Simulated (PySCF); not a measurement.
Al(F)(Br)(NH2) (AlBrFH2N), SMILES [NH2][Al]([F])[Br].

Geometry optimised at PBE0-D3(BJ)/def2-SVP. One conformer was computed; it need not be the lowest.

The numbers are results of HF/def2-TZVPD run with PySCF, not measurements.

```
Property                                                                                                        Value
---------------------------------------------------------------------------------------------  ----------------------
total energy                                                                                      -2969.66719 hartree
point group                                                                                                        Cs
highest occupied level                                                                                      -11.44 eV
lowest empty level                                                                                            0.86 eV
orbital gap                                                                                                  12.30 eV
dipole moment                                                                                                  2.45 D
quadrupole, principal values (traceless, Buckingham form, about the centre of nuclear charge)   -8.32, 1.99, 6.32 D·Å
mean static polarisability                                                                       47.8 bohr³ (7.08 Å³)
polarisability, principal values                                                               42.4, 45.2, 55.7 bohr³
```
